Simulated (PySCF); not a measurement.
Xenon: a sound run and one with changed settings

Sound run: Xe [Xe], Xe⁺ [Kr] 4d10 5s2 5p5. Calculation: PySCF 2.14, in x2c-TZVPall (8s6p4d2f, 60 functions); scalar relativity by spin-free X2C-1e. The sound run starts from symmetry-adapted Hartree-Fock orbitals and uses a fine grid where one is needed.

A second run was set up differently.

| species | method | sound run (hartree) | changed run (hartree) | converged |
| --- | --- | --- | --- | --- |
| Xe | UHF | -7443.46519 | -7443.46519 | yes |
| Xe | BP86 | -7447.27475 | -7447.13483 | yes |
| Xe | r2SCAN | -7446.44856 | -7446.06610 | yes |
| Xe⁺ | UHF | -7443.04100 | -7443.04100 | yes |
| Xe⁺ | BP86 | -7446.81383 | -7446.67292 | yes |
| Xe⁺ | r2SCAN | -7445.98897 | -7445.60783 | yes |

Ionisation energy of Xe:

```
method  sound run (eV)  changed run (eV)
   UHF          11.543            11.543
  BP86          12.542            12.569
r2SCAN          12.506            12.470
```

Q: What was changed?
A. all electrons correlated in a valence basis
B. too few SCF iterations
C. level shift left on
D. radial grid too coarse

A: D. It used radial step 0.5 in ln r (0.13 in the sound run). A coarse radial grid mis-integrates the density and the exchange-correlation energy, with errors of either sign; Hartree-Fock needs no grid.
